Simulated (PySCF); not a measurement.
# Correlation energy of I⁻ (iodine, charge -1)

[Xe], closed-shell 1S. Computed with PySCF 2.14 in aug-cc-pVDZ-PP with ECP28MDF, with a scalar-relativistic core potential. Frozen: 4s2 4p6 4d10; 8 electrons correlated.

```json
{"level": "CCSD", "correlation energy (mhartree)": "-119.69"}
{"level": "(T)", "correlation energy (mhartree)": "-2.74"}
{"level": "CCSD(T)", "correlation energy (mhartree)": "-122.43"}
{"level": "CCSDT", "correlation energy (mhartree)": "-122.73"}
```

Diagnostics: T1 = 0.0095, D1 = 0.0145, largest double amplitude 0.041.

Cost of the coupled-cluster step: roughly 0.14 core-seconds, for 8 correlated electrons.
